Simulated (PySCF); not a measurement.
Al(F)(Cl)(OMe) (CH3AlClFO), SMILES [F][Al]([O]C)[Cl].

Geometry optimised at B3LYP-D3(BJ)/def2-SVP. The structure was generated by enumeration; whether it is a known compound was not checked. One conformer was computed; it need not be the lowest.

Computed with PySCF with TDA-LC-ωPBE/def2-SVPD.

Vertical excitations. Gas-phase values at a fixed geometry. State labels are in the subgroup Cs.

Task: List the lowest excited states. (Estimate from the structure and the level; the computed values follow.)

Result: 
```csv
state,symmetry,energy (eV),λ (nm),f,main pairs
S1,A",7.12,174,0.006,HOMO→LUMO 81 %
S2,A',7.28,170,0.002,HOMO−1→LUMO 81 %
S3,A',8.00,155,0.037,HOMO−2→LUMO 78 %
S4,A",8.12,153,0.048,"HOMO−3→LUMO 62 %, HOMO−1→LUMO+1 19 %"
S5,A",8.19,151,0.030,"HOMO−1→LUMO+1 73 %, HOMO−3→LUMO 16 %"
S6,A',8.55,145,0.142,HOMO→LUMO+1 85 %
S7,A",8.77,141,0.001,HOMO−2→LUMO+1 89 %
S8,A",9.14,136,0.045,HOMO→LUMO+2 85 %
S9,A',9.23,134,0.013,"HOMO−3→LUMO+1 45 %, HOMO−1→LUMO+2 28 %, HOMO−4→LUMO 11 %"
S10,A',9.25,134,0.052,"HOMO−1→LUMO+2 58 %, HOMO−3→LUMO+1 19 %"
T1,A",6.73,184,0,HOMO→LUMO 75 %
T2,A',6.92,179,0,HOMO−1→LUMO 76 %
T3,A',7.58,164,0,HOMO→LUMO+1 77 %
T4,A',7.60,163,0,"HOMO−2→LUMO 65 %, HOMO→LUMO+1 11 %"
```
Triplets are in the Tamm–Dancoff approximation.
